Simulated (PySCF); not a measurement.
C6H6O, SMILES C=C=C1C=COC1. The structure is a stationary point at PBE-D3(BJ)/def2-SVP. The structure was generated by enumeration, and PubChem lists no compound with its InChIKey, so it may never have been made. Other conformers were not sampled.

**Question.** Give the equilibrium geometry at PBE-D3(BJ)/def2-SVP (PySCF confirms it by a frequency run) as bond lengths and angles, and its point group. (The exact figures need the calculation; the answer reports its results.)

**Answer.** Several could match; the one computed here: point group Cs.
Atoms: C1 C2 C3 C4 C5 O6 C7 H8 H9 H10 H11 H12 H13. Bond lengths (Å): C1–C2 1.316, C1–H8 1.107, C1–H9 1.107, C2–C3 1.328, C3–C4 1.465, C3–C7 1.531, C4–C5 1.359, C4–H10 1.094, C5–O6 1.359, C5–H11 1.098, O6–C7 1.447, C7–H12 1.111, C7–H13 1.111. Angles (°): C2–C1–H8 121.9, C2–C1–H9 121.9, H8–C1–H9 116.1, C1–C2–C3 179.4, C2–C3–C4 129.5, C2–C3–C7 125.9, C4–C3–C7 104.5, C3–C4–C5 107.2, C3–C4–H10 125.8, C5–C4–H10 127.0, C4–C5–O6 115.2, C4–C5–H11 130.1, O6–C5–H11 114.8, C5–O6–C7 107.2, C3–C7–O6 105.8, C3–C7–H12 112.8, C3–C7–H13 112.8, O6–C7–H12 108.3, O6–C7–H13 108.3, H12–C7–H13 108.5.
